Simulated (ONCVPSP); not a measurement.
## chromium (Cr), ONCV: configuration errors across variants

ONCVPSP 4.0.1 input, shortened (lines: element, Z, core and valence counts, functional; n l f; lmax; l rc ep ncon nbas qcut; lloc lpopt rc5 dvloc0; l nproj debl; icmod fcfact rcfact), PBE, fully relativistic:

```
  Cr 24.00    3    3        4      upf
    1    0    2.00
    2    0    2.00
    2    1    6.00
    3    0    2.00
    3    1    6.00
    3    2    3.00
    2
    0    0.85    0.00    4    7    7.60
    1    1.30    0.00    4    9   12.90
    2    1.30    0.00    5    9   10.40
    4    5    0.65    2.00
    0    2    1.20
    1    2    1.00
    2    3    0.60
    0    0.00    0.00
```

Open shells are filled in proportion to 2j + 1.

In the s channel the program set the typed energies aside and used -4.141, 0.250 Ha. In the p channel the program set the typed energies aside and used -3.064, 0.250 Ha (j = l + 1/2; the other j can differ). In the d channel the program set the typed energies aside and used -1.436, 0.250, 0.850 Ha (j = l + 1/2; the other j can differ).

All-electron excitation energies from the reference (eV): (1) 3s2 3p6 3d5 4s1 -53.702; (2) 3s2 3p6 3d5 -46.800; (3) 3s2 3p6 3d4 -30.748; (4) 3s1 3p6 3d5 4s1 26.547.

4 further variants failed, have other tests or another functional or relativity, and are left out.

A true bound ghost makes a file unfit for plane-wave use even where its test errors are small: the radial tests pick states by their node count and pass the ghost by.

Errors AE − PS in meV (a dash: test not solved or not reliable):

```csv
change,(1),(2),(3),(4),bound ghosts,GHOST(+) flags above zero
base,+25,+36,+18,+33,"d5/2, d3/2","s, d5/2, d3/2"
"local potential polynomial inside 0.65 bohr (lpopt 5, dvloc0 2.5 Ha)",+25,+36,+18,+33,"d5/2, d3/2","s, d5/2, d3/2"
"d: ncon 4, nbas 8",+33,+47,+24,+32,"d5/2, d3/2",s
"all radii scaled by about 1.08 (s 0.92, p 1.40, d 1.40 bohr); local potential polynomial inside 0.70 bohr (lpopt 5, dvloc0 2 Ha)",+34,+48,+24,+32,"d5/2, d3/2",s
s: qcut 4.7; p: qcut 8.1; d: qcut 6.5,+51,+73,+38,+21,"d5/2, d3/2",s
p: rc 1.28,+25,+36,+18,+33,"d5/2, d3/2","s, d5/2, d3/2"
s: rc 0.66,+24,+35,+18,+35,"s, d5/2, d3/2","d5/2, d3/2"
```

Problem. Give the same row for: p: qcut 19.8.

Solution. -0.2, +4.6, +13, +9.8; bound ghosts: p3/2, d5/2, p1/2, d3/2; GHOST(+) flags above zero: s, d5/2, d3/2.
